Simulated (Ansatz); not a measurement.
Geometry optimisation, RKS PBE0-D4/6-31G* in Ansatz.

Input file:

```yaml
crystal:
  periodic: [false, false, false]
  atoms:
    - { symbol: Si, position_ang: [0.566131, -0.397926, -0.536637] }
    - { symbol: "N", position_ang: [-0.28133, -0.655959, 2.372448] }
    - { symbol: H, position_ang: [-0.42338, -0.980637, 3.324828] }
    - { symbol: H, position_ang: [-1.007613, 0.020769, 2.159417] }
    - { symbol: Cl, position_ang: [1.735571, -0.430757, -2.201065] }
    - { symbol: Cl, position_ang: [0.484017, 1.553811, 0.107276] }
    - { symbol: Cl, position_ang: [-1.334154, -0.966157, -1.029478] }
    - { symbol: O, position_ang: [1.254981, -1.401316, 0.569902] }
    - { symbol: H, position_ang: [0.548706, -1.561911, 1.261484] }
    - { symbol: H, position_ang: [0.630572, -0.169217, 2.325524] }
basis:
  gaussian: { orbitals: "6-31G*" }
hamiltonian:
  xc: pbe0
  dispersion: d4
relax:
  f_tol: 0.03
  max_steps: 50
output:
  orbitals: {}
```

Launched with:

```bash
$ ansatz run input.yaml --threads 4 --pin off --max-ram 5120MiB --backend cpu --events-out ev --progress --plain --runs-dir out
```

Question: Where does it end, and by what steps?

Answer: The forces met the threshold. The force dipped under the threshold on the way, but the program's further checks kept it going. After 17 steps the energy has fallen by 0.491 eV; H10 moved furthest, 0.88 Å.

| step | energy less start (eV) | largest force component (eV/Å) | accepted |
| --- | --- | --- | --- |
| 0 | 0.0000 | 1.238 | yes |
| 1 | -0.2328 | 0.612 | yes |
| 2 | -0.3380 | 0.724 | yes |
| 3 | -0.4312 | 0.687 | yes |
| 4 | -0.4673 | 0.419 | yes |
| 5 | -0.4835 | 0.125 | yes |
| 6 | -0.4860 | 0.121 | yes |
| 7 | -0.4885 | 0.037 | yes |
| 8 | -0.4888 | 0.014 | yes |
| 9 | -0.4889 | 0.045 | yes |
| 10 | -0.4891 | 0.044 | yes |
| 11 | -0.4892 | 0.021 | yes |
| 12 | -0.4894 | 0.109 | yes |
| 13 | -0.4897 | 0.043 | yes |
| 14 | -0.4899 | 0.023 | yes |
| 15 | -0.4900 | 0.093 | yes |
| 16 | -0.4905 | 0.037 | yes |
| 17 | -0.4908 | 0.006 | yes |

```xyz
10
Properties=species:S:1:pos:R:3
Si 0.576 -0.410 -0.860
N -0.164 -0.639 2.714
H 0.029 -1.293 3.467
H -1.173 -0.522 2.665
Cl 1.903 -0.786 -2.356
Cl 0.727 1.572 -0.321
Cl -1.321 -0.666 -1.599
O 0.888 -1.376 0.382
H 0.479 -1.128 1.281
H 0.230 0.259 2.981
```

Whether the end is a true minimum wasn't checked by a vibrational analysis.

Run time: 49 s on 4 threads of Intel(R) Xeon(R) Platinum 8259CL CPU @ 2.50GHz (Skylake/Cascade Lake), with other jobs on the host, peak memory 0.33 GiB.
